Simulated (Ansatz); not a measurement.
Calculation: frozen-core CCSD(T)/def2-TZVPP // TPSS-D3(BJ)/def2-SVP in Ansatz (a first-principles code).

Ansatz 0.2 input:
```yaml
crystal:
  periodic: [false, false, false]
  atoms:
    - { symbol: Mo, position_ang: [0.107931, 0.095293, 0.156608] }
    - { symbol: O, position_ang: [1.128338, -0.533106, 1.68135] }
    - { symbol: H, position_ang: [0.696755, -1.230401, 2.208678] }
    - { symbol: O, position_ang: [0.561249, -1.56374, -0.738567] }
    - { symbol: H, position_ang: [0.341459, -1.587771, -1.688347] }
    - { symbol: N, position_ang: [-1.356962, 0.038638, -1.214301] }
    - { symbol: H, position_ang: [-1.782841, -0.845916, -1.507703] }
    - { symbol: H, position_ang: [-2.0317, 0.799017, -1.322801] }
    - { symbol: N, position_ang: [-0.233097, 2.044073, 0.295021] }
    - { symbol: H, position_ang: [-1.02748, 2.445029, 0.796367] }
    - { symbol: H, position_ang: [0.155723, 2.720138, -0.367832] }
    - { symbol: N, position_ang: [1.750456, 0.852651, -0.676877] }
    - { symbol: H, position_ang: [2.432974, 0.199194, -1.070298] }
    - { symbol: H, position_ang: [2.204115, 1.726375, -0.402479] }
    - { symbol: N, position_ang: [-1.366315, -0.08048, 1.503966] }
    - { symbol: H, position_ang: [-2.343113, 0.13332, 1.28356] }
    - { symbol: H, position_ang: [-1.202206, 0.065529, 2.506429] }
basis:
  gaussian: { orbitals: def2-TZVPP }
correlation:
  method: ccsd_t
```

Output:

```
Functional definition: HF
2358 factors; integrals over basis functions are off by at most 9.9e-4 eV
mean field evaluation 1: about -11984.9271 eV, gradient 9.2e1 eV
mean field evaluation 2: about -11985.3231 eV, gradient 9.3e1 eV
mean field evaluation 4: about -11999.9430 eV, gradient 2.0e1 eV
mean field evaluation 8: about -12000.8789 eV, gradient 1.3e0 eV
mean field evaluation 16: about -12000.8873 eV, gradient 1.5e-6 eV
mean field -12000.88733608 eV, -441.0244751073 hartree, gradient 1.7e-6 eV, S^2 0.000000; 0 other end points of the search recorded, 0 dependent functions left out
6 core orbitals not correlated
reference -12000.88733608 eV, -441.0244751073 hartree; 28, 28 occupied and 348, 348 virtual orbitals, 2358 factors
second order -55.06383298 eV of doubles, -0.00000000 eV of singles
cycle   1  -50.96798728 eV  change     4.1e0 eV  update   3.6e-1
cycle   2  -53.25543145 eV  change    -2.3e0 eV  update   2.7e-1
cycle   3  -53.82770539 eV  change   -5.7e-1 eV  update   6.9e-2
cycle   4  -53.87541550 eV  change   -4.8e-2 eV  update   3.8e-2
cycle   5  -53.84734662 eV  change    2.8e-2 eV  update   1.5e-2
cycle   6  -53.84491723 eV  change    2.4e-3 eV  update   7.6e-3
cycle   7  -53.84793980 eV  change   -3.0e-3 eV  update   4.5e-3
cycle   8  -53.84714421 eV  change    8.0e-4 eV  update   2.2e-3
cycle   9  -53.84664724 eV  change    5.0e-4 eV  update   1.2e-3
cycle  10  -53.84896193 eV  change   -2.3e-3 eV  update   6.2e-4
cycle  11  -53.84832786 eV  change    6.3e-4 eV  update   3.5e-4
cycle  12  -53.84736756 eV  change    9.6e-4 eV  update   2.0e-4
cycle  13  -53.84794741 eV  change   -5.8e-4 eV  update   1.1e-4
cycle  14  -53.84763976 eV  change    3.1e-4 eV  update   7.1e-5
cycle  15  -53.84767951 eV  change   -4.0e-5 eV  update   4.0e-5
cycle  16  -53.84779008 eV  change   -1.1e-4 eV  update   2.1e-5
cycle  17  -53.84778057 eV  change    9.5e-6 eV  update   1.6e-5
perturbative correction -3.04283880 eV, -0.1118222633 hartree
Total energy: -12057.77795544 eV, -443.1151668071 hartree
```

Cost: very roughly 5 core-hours.
